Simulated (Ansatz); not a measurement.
Molecule: CH4BI2O, charge 1, multiplicity 1. It need not be the lowest isomer of its formula. 
Structure (B3LYP-D3(BJ)/def2-TZVP (Ansatz, a program for electronic structure) minimum search):
```
O
H 1 0.9749
B 1 1.4587 2 115.32
C 1 1.5056 2 115.21 3 180.00
H 4 1.0835 1 106.70 2 -119.58
H 4 1.0835 5 112.81 1 116.84
H 4 1.0845 5 112.39 6 128.32
I 3 2.0802 1 117.79 2 180.00
I 3 2.0907 1 113.20 2 0.00
```
Charge +1, spin multiplicity 1.

Basis-set convergence of Hartree-Fock and CCSD(T) correlation energies (hartree) with Ansatz. Valence correlation only, unless marked. No spin-orbit coupling. The frozen core is the preceding noble-gas configuration, with the filled d and f shells of earlier blocks. In def2 rows, elements after Kr have scalar-relativistic effective core potentials.

```
basis       functions       E(HF)  E(corr, CCSD(T))
----------  ---------  ----------  ----------------
def2-SVP          114  -732.74257          -0.66559
def2-TZVPP        249  -732.92721          -0.85862
def2-QZVPP        455  -732.93614          -0.92989
```

Extrapolating the two largest sets (X = 3 and 4) as X^-3: E(corr) = (64·(-0.92989) - 27·(-0.85862))/37 = -0.9819 Eh, an estimate of the basis-set limit. The largest set recovers 94.7 % of it, the smallest 67.8 %.
